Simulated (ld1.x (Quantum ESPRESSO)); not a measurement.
The numbers below are computed, except where a source is named.
# Potentials for carbon compared

Generated with ld1.x 7.5 (TM, RRKJ, ultrasoft, PAW), atompaw 4.2 or ONCVPSP 4.0.1. The cutoff is in Ry: for ld1.x and atompaw files where the sum of valence levels is converged to 10 mRy in a Bessel basis, for ONCV files where the hardest occupied wave has 1 mHa per electron of residual kinetic energy. The error is the largest all-electron minus pseudo excitation energy over each file’s own four to seven test configurations (ionisations up to +4, promotions, holes and added fractions of an electron), all of which were solved. The labels leave out finer settings (local radius, basis sizes, second energies), which also bear on the numbers. Spin-polarised tests are not counted. The rows are a selection from randomly drawn settings: files with unsolved tests, undetermined cutoffs or missed reference levels are left out.

```tsv
potential	cutoff (Ry)	largest error (meV)	bound ghosts
RRKJ, LDA (PZ), scalar-relativistic, rc 1.35/2.05/1.80 (spd), local p, core correction yes, reference 2s2 2p2	55	+567	none
PAW, PBEsol, non-relativistic, rc 1.30/1.80 (sp), local smoothed, core correction yes, reference 2s2 2p2	21	-16	none
ultrasoft, PBE, non-relativistic, rc 1.25/2.35 (sp), local smoothed, core correction yes, reference 2s2 2p2	12	+147	none
RRKJ, PBEsol, scalar-relativistic, rc 1.35/2.15 (sp), local smoothed, core correction yes, reference 2s2 2p2	50	+828	none
PAW, PBE, non-relativistic, rc 1.54/2.45/2.80 (spd), local smoothed, core correction yes, reference 2s2 2p2	12	-14	none
```

Fill in the row for C: PAW, PBE, scalar-relativistic, rc 1.25/2.85/2.80 (spd), local smoothed, core correction yes, reference 2s2 2p1.

cutoff 8 Ry, largest error +11 meV, bound ghosts: none.

Fill in the row for C: PAW, PBE, scalar-relativistic, rc 1.35/1.95 (sp), local smoothed, core correction yes, reference 2s2 2p2.

cutoff 15 Ry, largest error -9.8 meV, bound ghosts: none.
